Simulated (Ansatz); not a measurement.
C$_{2}$H$_{6}$CdOS, singlet, at a GFN2-xTB geometry (such geometries of metal compounds can be far from the true shape) (core potentials on Cd); B3LYP/def2-SVPD in Ansatz (a program for electronic structure).

Input for Ansatz:
Ansatz 0.2 input:
```yaml
crystal:
  periodic: [false, false, false]
  atoms:
    - {symbol: Cd, position_ang: [-0.57862328, -0.59077838, 0.17798691]}
    - {symbol: O, position_ang: [-1.29703906, 1.19897890, -0.48284973]}
    - {symbol: C, position_ang: [-1.03038416, 2.25801975, 0.37992982]}
    - {symbol: H, position_ang: [-0.01504552, 2.20951633, 0.82639641]}
    - {symbol: H, position_ang: [-1.08911700, 3.18306061, -0.20678573]}
    - {symbol: H, position_ang: [-1.77285610, 2.32646974, 1.19220626]}
    - {symbol: S, position_ang: [1.82411130, -0.43536790, 0.25963079]}
    - {symbol: C, position_ang: [1.98662610, 0.43928592, -1.33645687]}
    - {symbol: H, position_ang: [1.98010505, -0.28570622, -2.14946752]}
    - {symbol: H, position_ang: [2.94466198, 0.94962445, -1.30935218]}
    - {symbol: H, position_ang: [1.17924884, 1.16461865, -1.44850143]}
basis:
  gaussian:
    orbitals: def2-SVPD
hamiltonian:
  xc: b3lyp
```

The log (banner, timings and long lists left out):

```
Functional definition: B3LYP
1523 factors; their error is unknown
mean field evaluation 1: about -19600.5662 eV, gradient 7.4e1 eV
mean field evaluation 2: about -19453.9374 eV, gradient 2.1e2 eV
mean field evaluation 4: about -19612.5440 eV, gradient 1.7e1 eV
mean field evaluation 8: about -19613.4499 eV, gradient 1.5e-1 eV
mean field evaluation 16: about -19613.5937 eV, gradient 4.1e-4 eV
mean field -19613.59371786 eV, -720.7862745599 hartree, gradient 5.6e-5 eV, S^2 0.000000; 0 other end points of the search recorded, 0 dependent functions left out
reference -19613.59400581 eV, -720.7862851421 hartree; 31, 31 occupied and 141, 141 virtual orbitals, 1523 factors
Total energy: -19613.59400581 eV, -720.7862851421 hartree
```
